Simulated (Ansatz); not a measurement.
Relaxation of [VO4]3- (VO4³⁻) with RKS r2SCAN-D4/def2-SVPD.

```sh
$ ansatz run in.yaml --threads 4 --pin off --events-out ev --progress --plain --max-ram 3916MiB
```

```yaml
crystal:
  periodic: [false, false, false]
  atoms:
    - {symbol: V, position_ang: [-0.000070, 0.000190, 0.000370]}
    - {symbol: O, position_ang: [0.009320, -0.018190, 1.656200]}
    - {symbol: O, position_ang: [1.558300, 0.010580, -0.562920]}
    - {symbol: O, position_ang: [-0.787340, 1.356710, -0.532760]}
    - {symbol: O, position_ang: [-0.780210, -1.349280, -0.560890]}
basis:
  gaussian: {orbitals: def2-SVPD}
total_charge: -3
hamiltonian: {xc: r2scan, dispersion: d4}
scf: {lower_state_search: "off"}
output: {orbitals: {seedname: orbitals}}
relax: {f_tol: 0.02, max_steps: 100}
```

Hardware: 4 threads of Intel Xeon on a shared host. Wall time 25 s.

Positions (Å) and forces (eV/Å) at steps 1, 2, 3, 4 of 4:

```xyz
5
step=1 energy=-33856.4405 eV
V     0.000    0.000    0.000    0.014   -0.007   -0.033
O     0.009   -0.018    1.656    0.027   -0.037    3.754
O     1.558    0.011   -0.563    3.497    0.023   -1.256
O    -0.787    1.357   -0.533   -1.780    3.056   -1.200
O    -0.780   -1.349   -0.561   -1.759   -3.033   -1.266
5
step=2 energy=-33856.9508 eV
V     0.000    0.000    0.000    0.007   -0.003   -0.016
O     0.010   -0.018    1.707    0.011   -0.013    1.357
O     1.607    0.011   -0.580    1.259    0.008   -0.451
O    -0.812    1.398   -0.549   -0.643    1.101   -0.433
O    -0.805   -1.391   -0.579   -0.635   -1.093   -0.457
5
step=3 energy=-33857.0441 eV
V     0.000    0.000    0.000    0.002    0.000   -0.004
O     0.011   -0.019    1.739    0.001   -0.002    0.158
O     1.637    0.011   -0.590    0.143    0.001   -0.052
O    -0.828    1.424   -0.559   -0.074    0.127   -0.050
O    -0.820   -1.417   -0.590   -0.072   -0.125   -0.053
5
step=4 energy=-33857.0455 eV
V     0.000    0.000    0.000    0.000    0.000   -0.001
O     0.011   -0.019    1.744    0.000    0.000   -0.002
O     1.641    0.011   -0.592   -0.003    0.000    0.001
O    -0.830    1.428   -0.561    0.001   -0.002    0.001
O    -0.822   -1.420   -0.591    0.001    0.002    0.001
```

A multiply charged anion in the gas phase is held together partly by the finite basis. A triplet lies near this restricted singlet, and broken spin symmetry wasn't tried. The highest occupied level of the charge -3 singlet lies above zero (up to 9.26 eV). The electron is either unbound and held by the finite basis, or the level is raised by self-interaction error.
